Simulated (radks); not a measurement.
Spin polarisation of the 4d8 shell in Ag3+. Start: [Kr] 4d(up 4, down 4); electrons of 4d are moved from spin down to spin up, other shells keep equal spins. Calculated with a radial shooting solver on a logarithmic mesh with Libxc functionals: scalar-relativistic Kohn-Sham, LDA (Slater exchange, Perdew-Wang correlation), spin-polarised, spherical densities, finite nucleus; Fermi nuclear charge, rms radius of each element as measured or else 0.836 A^(1/3) + 0.57 fm.

| moment (Bohr magnetons) | E - E(0) (eV) | e(4d up) (eV) | e(4d down) (eV) | 4p down minus up (eV) |
|---|---|---|---|---|
| 0 | 0.000 | -43.973 | -43.973 | 0.000 |
| 0.5 | -0.045 | -44.151 | -43.788 | 0.383 |
| 1 | -0.181 | -44.321 | -43.596 | 0.767 |
| 1.5 | -0.408 | -44.485 | -43.396 | 1.151 |
| 2 | -0.726 | -44.642 | -43.188 | 1.536 |

At moment 2 the spin-polarisation energy is -0.726 eV and the 4d exchange splitting 1.454 eV, that is 0.727 eV per Bohr magneton; E = -I m^2/4 would give I = 0.726 eV.
